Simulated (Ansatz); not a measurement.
Input and output for H7InO4Si (`[OH][In-]([OH])([OH])[OH+][SiH3]`).

```yaml
crystal:
  periodic: [false, false, false]
  atoms:
    - {symbol: O, position_ang: [-0.506498, 2.246208, 1.469108]}
    - {symbol: In, position_ang: [-1.015890, 0.744815, 0.280433]}
    - {symbol: O, position_ang: [-0.101517, -0.975075, 0.972208]}
    - {symbol: O, position_ang: [-2.630789, 0.558845, -0.842490]}
    - {symbol: O, position_ang: [0.618221, 0.126492, -1.016244]}
    - {symbol: Si, position_ang: [1.398350, -1.299761, -0.366265]}
    - {symbol: H, position_ang: [-1.094149, 3.002302, 1.408149]}
    - {symbol: H, position_ang: [0.226431, -0.970051, 1.874114]}
    - {symbol: H, position_ang: [-3.315796, 1.193964, -0.622507]}
    - {symbol: H, position_ang: [0.959297, 0.408943, -1.866997]}
    - {symbol: H, position_ang: [0.748611, -2.608443, -0.609783]}
    - {symbol: H, position_ang: [2.300691, -1.179385, 0.811399]}
    - {symbol: H, position_ang: [2.433338, -1.283854, -1.476425]}
basis:
  gaussian: {orbitals: def2-mTZVP}
hamiltonian: {xc: {name: wB97X}}
```

```sh
$ ansatz run in.yaml --threads 4 --pin off --events-out ev --progress --plain --max-ram 11315MiB
```

It prints (some lines left out):

```
Functional definition: wB97X
1537 factors; their error is unknown
520 factors; integrals over basis functions are off by at most 1.2e-5 eV
mean field evaluation 1: about -21343.3481 eV, gradient 9.6e1 eV
mean field evaluation 2: about -21336.4731 eV, gradient 1.2e2 eV
mean field evaluation 4: about -21358.1292 eV, gradient 3.8e0 eV
mean field evaluation 8: about -21358.1410 eV, gradient 5.0e-2 eV
mean field evaluation 16: about -21358.2053 eV, gradient 2.3e-4 eV
mean field -21358.20531668 eV, -784.8995682763 hartree, gradient 7.0e-5 eV, S^2 0.000000; 0 other end points of the search recorded, 0 dependent functions left out
reference -21358.20525180 eV, -784.8995658922 hartree; 37, 37 occupied and 138, 138 virtual orbitals, 1537 factors
Total energy: -21358.20525180 eV, -784.8995658922 hartree
```

Hardware: 4 threads of an Intel Xeon on a shared host. Wall time 6 s, peak host memory 0.6 GiB.
